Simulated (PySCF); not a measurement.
Excitation energy of P²⁺ by level of theory

P²⁺ [Ne] 3s2 3p1 (2P) → P²⁺ [Ne] 3s2 4s1 (2S), as a difference of total energies. All numbers are calculated (PySCF 2.14, the non-relativistic Hamiltonian (point nucleus), in aug-cc-pwCVDZ). Correlated levels: valence: [Ne] frozen; valence and next inner shell: 1s2 frozen; nothing frozen. The calculations carry no spin-orbit coupling.

```csv
method,excitation energy (eV)
UHF,14.633
LDA,14.647
PBE,14.735
PBE0,14.835
r2SCAN,15.117
M06-2X,14.311
r2SCAN0,15.072
BHandHLYP,14.807
B3LYP,14.745
MP2 (valence),14.540
SCS-MP2 (valence),14.560
MP2 (valence and next inner shell),14.494
SCS-MP2 (valence and next inner shell),14.519
MP2 (all electrons),14.494
SCS-MP2 (all electrons),14.519
```

Question: How much does correlation contribute at MP2 (all electrons)?

Answer: 14.494 − (14.633) = -0.139 eV, measured against UHF.

A first-order spin-orbit estimate (lowest level to lowest level, LS coupling) adds 0.040 eV.

The promoted electron is Rydberg-like, and one or two diffuse shells describe it only roughly, which tends to raise the upper state.
